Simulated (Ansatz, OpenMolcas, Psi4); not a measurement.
**Ge2H6 (digermane): methods side by side**

The species is Ge2H6 (8 atoms), meant as a singlet with charge 0. As SMILES, `[GeH3][GeH3]`. Geometry: relaxed at PBE0-D4/def2-TZVP.

Quantity: the HOMO–LUMO gap, in eV. The values are calculated.

| level | kind | program | value (eV) | CPU time |
| --- | --- | --- | --- | --- |
| HF/6-31G* (spherical functions) | Hartree–Fock | OpenMolcas | 13.89 | 18 s |
| SVWN5/6-31G* (spherical functions) | LDA | OpenMolcas | 6.49 | 34 s |
| PBE/6-31G* (spherical functions) | GGA | OpenMolcas | 6.62 | 44 s |
| TPSS/6-31G* (spherical functions) | meta-GGA | OpenMolcas | 6.96 | 59 s |
| M06-2X/6-31G* (spherical functions) | hybrid meta-GGA | Psi4 | 10.32 | 17 s |
| TPSSh/6-31G* (spherical functions) | hybrid meta-GGA | Psi4 | 7.70 | 61 s |
| HSE06/6-31G* (spherical functions) | range-separated hybrid | Ansatz | 7.79 | 4.9 s |
| B2PLYP/6-31G* (density fitting for correlation, spherical functions) | double hybrid | Psi4 | 10.47 | 8.1 s |

All-electron rows without a relativistic Hamiltonian named are non-relativistic. The values span 6.49 to 13.89 eV. Orbital gaps aren't excitation energies, and those of double hybrids come from the SCF part alone; they tend to grow with the share of exact exchange. Times are those of the runs behind each value, whatever else they computed, on shared processors of several kinds: orders of magnitude only.
